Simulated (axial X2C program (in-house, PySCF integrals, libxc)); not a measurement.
## Ω levels of TmH from open-shell CI on f12 s1 d(πδ)1

Computed with an in-house all-electron X2C program for linear molecules (integrals from PySCF): two-component X2C with atomic mean-field Coulomb and Gaunt terms, basis Tm dyall-v3z, H dyall-v3z (cores contracted in-house). Orbitals come from Hartree–Fock averaged over the configuration Tm f12 s1 d(πδ)1; CI then distributes these electrons over the f, s, d(πδ) shells of Tm, the count in the first shell held.

R = 2.018 Å (near the minimum of the configuration average).

Active spinors (ω > 0):

| shell | ω | ε (eV) | character |
| --- | --- | --- | --- |
| f | 5/2 | -17.85 | 100% Tm f |
| f | 3/2 | -17.81 | 100% Tm f |
| f | 1/2 | -17.78 | 100% Tm f |
| f | 7/2 | -16.54 | 100% Tm f |
| f | 5/2 | -16.52 | 100% Tm f |
| f | 3/2 | -16.49 | 100% Tm f |
| f | 1/2 | -16.45 | 100% Tm f |
| s | 1/2 | -2.78 | 65% Tm s, 24% Tm p, 8% Tm d |
| d(πδ) | 1/2 | 1.86 | 80% Tm d, 18% Tm p |
| d(πδ) | 3/2 | 2.09 | 92% Tm d, 7% Tm p |
| d(πδ) | 3/2 | 2.21 | 96% Tm d |
| d(πδ) | 5/2 | 2.24 | 100% Tm d |

Lowest levels of this model:

```json
{"Ω": "0", "energy (cm⁻¹)": "0", "g∥": "0.00", "μ (D)": "-1.09", "configuration": "86% f12 s2 + 10% f12 s1 d(πδ)1"}
{"Ω": "1", "energy (cm⁻¹)": "31", "g∥": "2.35", "μ (D)": "-1.09", "configuration": "86% f12 s2 + 10% f12 s1 d(πδ)1"}
{"Ω": "2", "energy (cm⁻¹)": "139", "g∥": "4.72", "μ (D)": "-1.09", "configuration": "86% f12 s2 + 10% f12 s1 d(πδ)1"}
{"Ω": "3", "energy (cm⁻¹)": "358", "g∥": "7.08", "μ (D)": "-1.09", "configuration": "86% f12 s2 + 10% f12 s1 d(πδ)1"}
{"Ω": "4", "energy (cm⁻¹)": "717", "g∥": "9.42", "μ (D)": "-1.08", "configuration": "86% f12 s2 + 10% f12 s1 d(πδ)1"}
{"Ω": "5", "energy (cm⁻¹)": "1209", "g∥": "11.72", "μ (D)": "-1.06", "configuration": "86% f12 s2 + 9% f12 s1 d(πδ)1"}
{"Ω": "6", "energy (cm⁻¹)": "1755", "g∥": "14.00", "μ (D)": "-1.01", "configuration": "87% f12 s2 + 8% f12 s1 d(πδ)1"}
{"Ω": "0", "energy (cm⁻¹)": "4406", "g∥": "0.00", "μ (D)": "-1.36", "configuration": "100% f12 s1 d(πδ)1"}
{"Ω": "1", "energy (cm⁻¹)": "4420", "g∥": "2.65", "μ (D)": "-1.43", "configuration": "100% f12 s1 d(πδ)1"}
{"Ω": "2", "energy (cm⁻¹)": "4481", "g∥": "5.37", "μ (D)": "-1.62", "configuration": "99% f12 s1 d(πδ)1"}
{"Ω": "3", "energy (cm⁻¹)": "4612", "g∥": "8.16", "μ (D)": "-1.90", "configuration": "98% f12 s1 d(πδ)1"}
{"Ω": "4", "energy (cm⁻¹)": "4813", "g∥": "10.98", "μ (D)": "-2.25", "configuration": "98% f12 s1 d(πδ)1"}
{"Ω": "5", "energy (cm⁻¹)": "5066", "g∥": "13.77", "μ (D)": "-2.65", "configuration": "99% f12 s1 d(πδ)1"}
{"Ω": "0", "energy (cm⁻¹)": "6196", "g∥": "0.00", "μ (D)": "-2.47", "configuration": "99% f12 s1 d(πδ)1"}
{"Ω": "1", "energy (cm⁻¹)": "6267", "g∥": "2.62", "μ (D)": "-2.40", "configuration": "99% f12 s1 d(πδ)1"}
{"Ω": "2", "energy (cm⁻¹)": "6462", "g∥": "5.20", "μ (D)": "-2.19", "configuration": "99% f12 s1 d(πδ)1"}
{"Ω": "3", "energy (cm⁻¹)": "6724", "g∥": "7.67", "μ (D)": "-1.91", "configuration": "98% f12 s1 d(πδ)1"}
{"Ω": "4", "energy (cm⁻¹)": "6777", "g∥": "9.63", "μ (D)": "-2.09", "configuration": "95% f12 s1 d(πδ)1"}
{"Ω": "6", "energy (cm⁻¹)": "6787", "g∥": "13.33", "μ (D)": "-2.69", "configuration": "100% f12 s1 d(πδ)1"}
{"Ω": "3", "energy (cm⁻¹)": "6789", "g∥": "7.03", "μ (D)": "-1.72", "configuration": "95% f12 s1 d(πδ)1"}
{"Ω": "7", "energy (cm⁻¹)": "6796", "g∥": "15.78", "μ (D)": "-2.91", "configuration": "100% f12 s1 d(πδ)1"}
{"Ω": "2", "energy (cm⁻¹)": "6821", "g∥": "4.55", "μ (D)": "-1.52", "configuration": "94% f12 s1 d(πδ)1 + 6% f12 s2"}
{"Ω": "8", "energy (cm⁻¹)": "6855", "g∥": "19.14", "μ (D)": "-3.00", "configuration": "100% f12 s1 d(πδ)1"}
{"Ω": "5", "energy (cm⁻¹)": "6865", "g∥": "11.11", "μ (D)": "-2.39", "configuration": "100% f12 s1 d(πδ)1"}
{"Ω": "1", "energy (cm⁻¹)": "6919", "g∥": "2.18", "μ (D)": "-1.32", "configuration": "95% f12 s1 d(πδ)1"}
{"Ω": "9", "energy (cm⁻¹)": "6961", "g∥": "21.99", "μ (D)": "-3.10", "configuration": "100% f12 s1 d(πδ)1"}
{"Ω": "0", "energy (cm⁻¹)": "6972", "g∥": "0.00", "μ (D)": "-1.23", "configuration": "97% f12 s1 d(πδ)1"}
{"Ω": "7", "energy (cm⁻¹)": "6978", "g∥": "17.35", "μ (D)": "-2.59", "configuration": "100% f12 s1 d(πδ)1"}
{"Ω": "8", "energy (cm⁻¹)": "6980", "g∥": "18.64", "μ (D)": "-2.90", "configuration": "100% f12 s1 d(πδ)1"}
{"Ω": "5", "energy (cm⁻¹)": "6989", "g∥": "10.08", "μ (D)": "-2.39", "configuration": "100% f12 s1 d(πδ)1"}
```

g∥ is the magnitude of 2⟨Lz + ge Sz⟩ for the +Ω component. μ is positive if the H end is positive.

This point took 2.3 s on 1 thread of Arm Neoverse V2, with other jobs on the host.

Dynamic correlation is missing, so gaps between terms are too wide and other configurations may lie lower; the lowest level listed is that of this model, not necessarily the ground state. The lowest levels belong to f12 s2, not to the averaged configuration, so orbitals and distance suit them less well. With the count in the first shell held, other counts are excluded: this configuration can lie several eV above the ground configuration of the molecule. At most 4 roots were kept for each Ω > 0 (twice that for Ω = 0) within 2.2 eV of the lowest, so higher up levels can be missing between those listed; levels with Ω > 0 are doubly degenerate and listed once, Ω = 0 levels singly. Some active spinors are only partly of the character that their shell is named for, so the shell names and counts are nominal.
